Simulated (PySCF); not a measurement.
## TbSF at several levels of theory

Computed with PySCF 2.14.0 (density fitting, no spin-orbit coupling) at the geometry relaxed with PBE0:

```xyz
3
TbSF (singlet in the valence; each metal's 4f electrons, 8 of them, lie in its core potential, out of spins and levels)
Tb   -0.1816    0.0000   -0.4146
S     1.7941    0.0000    0.8315
F    -1.8311    0.0000    0.7342
```

| level | basis | state | HOMO (eV) | gap (eV) | charge on Tb1 (e) | population of f-type functions on Tb1 (polarisation alone where 4f lies in the core) | dipole about the centre of mass (D) | largest force component (eV/Å) |
| --- | --- | --- | --- | --- | --- | --- | --- | --- |
| PBE0 | Tb lcecp-1-SVP with ECP54, S def2-SVP, F def2-SVP | singlet | -5.92 | 3.21 | 0.81 | 0.05 | 8.22 | 0.00 |
| PBE0 | Tb lcecp-1-TZVP with ECP54, S def2-TZVP, F def2-TZVP | singlet | -5.95 | 3.23 | 1.18 | 0.06 | 8.47 | 0.05 |

In the lcecp rows the 4f levels are missing from HOMO and gap, and the state counts the valence alone.

Charges are Mulliken's, which hang on the basis. The relaxation used the grid (50, 194), these runs (75, 302) or, all-electron (x2c bases, spin-free X2C Hamiltonian), (99, 590).

(1) A further run in the first row's basis gives HOMO (eV) -5.06, gap (eV) 2.17, charge on Tb1 (e) 0.80, population of f-type functions on Tb1 (polarisation alone where 4f lies in the core) 0.05, dipole about the centre of mass (D) 8.09, largest force component (eV/Å) 0.28. Which level was it?
A. TPSSh
B. r2SCAN

An lcecp potential fixes the number of 4f electrons, so in runs with it no electron can move into or out of that shell.

## Answers

(1) B. The others give HOMO -5.33 eV (TPSSh).
